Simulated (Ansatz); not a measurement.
`[F][SnH2][Br]` + `[F][Ti]([Cl])([Cl])[Cl]` → `[Cl][SnH2][Br]` + `[F][Ti]([F])([Cl])[Cl]`  (redistribution)

Program: Ansatz. Geometries: PBE0-D4/def2-TZVP. ΔE: electronic, gas phase. CCSD(T)/CBS adds triple-zeta CCSD(T) − MP2 to the extrapolated MP2 energy (def2 sets, frozen cores). Functionals use def2-TZVPP. HSE06 is defined as in plane-wave codes. Elements past krypton have def2 core potentials. For Br, Sn, Ti outer-core shells are correlated without core-valence functions, which leaves a few kJ/mol of doubt a bond. Scalar relativity is left out up to krypton.

```csv
level,ΔE (kJ/mol)
BLYP-D4,-49.0
r2SCAN0-D4,-56.0
HSE06-D4,-56.4
ωB97X-V,-59.7
r2SCAN,-53.1
HF/def2-SVP,-73.8
HF/def2-QZVPP,-63.6
MP2/def2-QZVPP,-41.9
```

What does CCSD(T)/CBS give? (Best estimate.)

The calculation gave: -47.3 kJ/mol. The listed levels differ from it by -1.7, -8.7, -9.1, -12.4, -5.8, -26.5, -16.3, 5.4 kJ/mol.

Largest T1 diagnostic among the species: 0.024, so the coupled-cluster value is less sure than usual.

From r2SCAN to r2SCAN0 (25 % exact exchange), in def2-TZVPP and without D4, ΔE moves by −3.1 kJ/mol. At CCSD(T), def2-SVP lies −13.4 kJ/mol from the extrapolated value and def2-TZVPP −4.8 kJ/mol. Leaving LDA and LC-ωPBE aside and taking each functional with its dispersion term where it has one, the values, not all of them listed here, spread over 11.9 kJ/mol, from ωB97X-V to B2PLYP.
